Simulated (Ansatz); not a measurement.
Molecule: HgBr, net charge 1, singlet state. 
Geometry from a B3LYP-D3(BJ)/def2-TZVP (Ansatz, a quantum-chemistry and plane-wave program) optimisation:
SMILES: [Br][Hg+]
```xyz
2

Hg     0.0000     0.0000    -0.7335
Br     0.0000     0.0000     1.6766
```
Charge +1, spin multiplicity 1.

Wanted: vertical electron affinity (to the doublet state of charge +0; a negative value means that the extra electron is unbound and the number depends on the basis; each state is the SCF solution reached for its spin; for the singlet T1 is 0.026), in eV. Valence correlation only, unless marked. UHF or UKS for open shells. Spin-orbit coupling is left out. The frozen core is the preceding noble-gas configuration, with the filled d and f shells of earlier blocks. In def2 rows, elements after Kr have scalar-relativistic effective core potentials. CBS marks a two-point X^-3 extrapolation of the correlation energy; Hartree-Fock from the larger set.

```json
[
 {"level": "PBE/def2-TZVPD", "program": "Ansatz", "vertical electron affinity (eV)": "9.00", "minus last row": "-0.05"},
 {"level": "r2SCAN/def2-TZVPD", "program": "Ansatz", "vertical electron affinity (eV)": "9.18", "minus last row": "0.13"},
 {"level": "B3LYP/def2-TZVPD", "program": "Ansatz", "vertical electron affinity (eV)": "9.09", "minus last row": "0.04"},
 {"level": "PBE0/def2-TZVPD", "program": "Ansatz", "vertical electron affinity (eV)": "9.04", "minus last row": "-0.01"},
 {"level": "BHLYP/def2-TZVPD", "program": "Ansatz", "vertical electron affinity (eV)": "8.98", "minus last row": "-0.07"},
 {"level": "CAM-B3LYP/def2-TZVPD", "program": "Ansatz", "vertical electron affinity (eV)": "9.15", "minus last row": "0.10"},
 {"level": "wB97M-V/def2-TZVPD", "program": "Ansatz", "vertical electron affinity (eV)": "8.93", "minus last row": "-0.12"},
 {"level": "wB97X-V/def2-TZVPD", "program": "Ansatz", "vertical electron affinity (eV)": "8.97", "minus last row": "-0.08"},
 {"level": "CCSD/def2-SVPD", "program": "Ansatz", "vertical electron affinity (eV)": "8.85", "minus last row": "-0.20"},
 {"level": "CCSD/def2-TZVPPD", "program": "Ansatz", "vertical electron affinity (eV)": "8.90", "minus last row": "-0.15"},
 {"level": "CCSD/def2-QZVPPD", "program": "Ansatz", "vertical electron affinity (eV)": "8.97", "minus last row": "-0.08"},
 {"level": "CCSD/CBS(def2-TZVPPD,def2-QZVPPD)", "program": "Ansatz", "vertical electron affinity (eV)": "9.03", "minus last row": "-0.02"},
 {"level": "CCSD(T)/def2-SVPD", "program": "Ansatz", "vertical electron affinity (eV)": "8.82", "minus last row": "-0.23"},
 {"level": "CCSD(T)/def2-TZVPPD", "program": "Ansatz", "vertical electron affinity (eV)": "8.89", "minus last row": "-0.16"},
 {"level": "CCSD(T)/CBS(def2-TZVPPD,def2-QZVPPD)", "program": "Ansatz", "vertical electron affinity (eV)": "9.05", "minus last row": "0.00"}
]
```
